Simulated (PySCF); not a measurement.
HNaO, SMILES [OH][Na].

Geometry optimised at ωB97X-D3(BJ)/def2-TZVPD. The isomer is the one that the SMILES or the coordinates give; other isomers of the formula were not compared.

Two levels are set side by side: PBE/def2-TZVPD (PySCF) and B3LYP/def2-TZVPD (PySCF). Same geometry, gas phase. Differences are taken from unrounded values.

```csv
quantity,B3LYP
orbital gap (eV),3.49
highest occupied level (eV),-5.06
lowest empty level (eV),-1.57
dipole moment (D),6.63
mean polarisability (bohr³),22.2
```

Problem. What does PBE give, and how far is it from B3LYP? (Estimate from the structure and the level; the computed values follow.)

Solution. 
```json
[
 {"quantity": "orbital gap (eV)", "PBE": "2.00", "PBE minus B3LYP": "-1.49"},
 {"quantity": "highest occupied level (eV)", "PBE": "-3.79", "PBE minus B3LYP": "1.27"},
 {"quantity": "lowest empty level (eV)", "PBE": "-1.80", "PBE minus B3LYP": "-0.22"},
 {"quantity": "dipole moment (D)", "PBE": "6.55", "PBE minus B3LYP": "-0.08"},
 {"quantity": "mean polarisability (bohr³)", "PBE": "26.2", "PBE minus B3LYP": "4.0"}
]
```

Without exact exchange PBE keeps part of each electron's self-repulsion, which lifts occupied levels and narrows the gap. Loosely held outer electrons make PBE densities more polarisable. Differences between two approximate levels are no errors against the true value.

Rough cost on one machine, each run with all the roots and properties that it gave: B3LYP against PBE within a factor of 2.
